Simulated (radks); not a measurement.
Q: Pr I, 59 electrons, occupied as [Xe] 4f3 6s2. Calculated with a radial shooting solver on a logarithmic mesh with Libxc functionals: Dirac Kohn-Sham, LDA (Slater exchange, Perdew-Wang correlation), spin-unpolarised, spherical densities, point nucleus; open shells are shared between the two j in proportion to 2j + 1; speed of light set to 685.18 atomic units (5 times the physical value, a model run). Some entries of the table are withheld. Estimate them.

| orbital | occ. | eigenvalue (eV) | <r^2> (bohr^2) | <r> (bohr) |
|---|---|---|---|---|
| 1s1/2 | 2 | -39731.87 | 0.0008828 | 0.02569 |
| 2s1/2 | 2 | -6207.419 | (1) | 0.1099 |
| 2p1/2 | 2 | -5879.297 | 0.01056 | 0.09325 |
| 2p3/2 | 4 | -5862.099 | 0.01061 | 0.09349 |
| 3s1/2 | 2 | -1335.494 | 0.09401 | 0.2872 |
| 3p1/2 | 2 | (2) | (3) | 0.2769 |
| 3p3/2 | 4 | (4) | (5) | 0.2773 |
| 3d3/2 | 4 | -922.8911 | 0.07245 | 0.2482 |
| 3d5/2 | 6 | -922.0703 | 0.07253 | 0.2483 |
| 4s1/2 | 2 | -261.5569 | 0.4819 | 0.6536 |
| 4p1/2 | 2 | -207.9293 | 0.5148 | 0.6729 |
| 4p3/2 | 4 | -207.2023 | 0.5164 | 0.6740 |
| 4d3/2 | 4 | -113.0091 | 0.6114 | 0.7259 |
| 4d5/2 | 6 | -112.8645 | 0.6121 | 0.7263 |
| 5s1/2 | 2 | -35.3927 | 2.829 | 1.585 |
| 5p1/2 | 2 | -21.2445 | (6) | 1.799 |
| 5p3/2 | 4 | -21.1456 | (7) | 1.802 |
| 4f5/2 | 1.28571 | -4.1052 | 1.628 | 1.090 |
| 4f7/2 | 1.71429 | -4.0896 | 1.630 | 1.090 |
| 6s1/2 | 2 | -3.3946 | 24.49 | 4.650 |
| 5d3/2 | 0 | (8) | 11.97 | (9) |
| 5d5/2 | 0 | (10) | 12.00 | (11) |
| 6p1/2 | 0 | -1.3968 | 42.22 | 6.084 |
| 6p3/2 | 0 | -1.3904 | 42.37 | 6.095 |

A: 
(1) 2s1/2 <r^2> (bohr^2): 0.01416
(2) 3p1/2 eigenvalue (eV): -1192.629
(3) 3p1/2 <r^2> (bohr^2): 0.08868
(4) 3p3/2 eigenvalue (eV): -1189.253
(5) 3p3/2 <r^2> (bohr^2): 0.08897
(6) 5p1/2 <r^2> (bohr^2): 3.679
(7) 5p3/2 <r^2> (bohr^2): 3.694
(8) 5d3/2 eigenvalue (eV): -2.6727
(9) 5d3/2 <r> (bohr): 3.128
(10) 5d5/2 eigenvalue (eV): -2.6655
(11) 5d5/2 <r> (bohr): 3.131
